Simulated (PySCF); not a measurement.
SMILES C1=C[SiH]C=C1, doublet at its PBE0/def2-SVP optimised geometry (Å):

```
10

C     -1.4734     0.7302    -0.0011
C     -0.2544     1.3620     0.0000
Si     0.9408     0.0000     0.0000
C     -0.2543    -1.3620    -0.0019
C     -1.4735    -0.7305    -0.0022
H     -2.4221     1.2765    -0.0013
H     -0.1370     2.4452     0.0008
H      2.4221     0.0000     0.0000
H     -0.1368    -2.4452    -0.0024
H     -2.4221    -1.2769    -0.0030
```

Calculation: unrestricted PBE0/def2-TZVP (PySCF).

Map of the log10 of the electron density (e/bohr³), floored at −4 on the plane z = 0.6 Å:

```
|000000000000000000000000000|
|000000000000000000000000000|
|000000000001221100000000000|
|000000000123443210000000000|
|000000001245555421000000000|
|000001222356776532000000000|
|000123344567887643100000000|
|001245555678998654211000000|
|001356777789998765432100000|
|002457888899999876544321000|
|002457899999999877665432100|
|001356899999999887776653100|
|001246789998888988888754200|
|000245789987788998888764200|
|001246789998888988888754200|
|001356899999999887776653100|
|002457899999999877665432100|
|002457888899999876544321000|
|001356777789998765432100000|
|001245555678998654211000000|
|000123344567887643100000000|
|000001222356776532000000000|
|000000001245555421000000000|
|000000000123443210000000000|
|000000000001221100000000000|
|000000000000000000000000000|
|000000000000000000000000000|
```
Scale: ten equal steps from -4.00 (start of '0') to -0.858 (end of '9'), in the order '0123456789'; x runs from -4.50 to 4.50, y from -4.50 (bottom) to 4.50 (top).
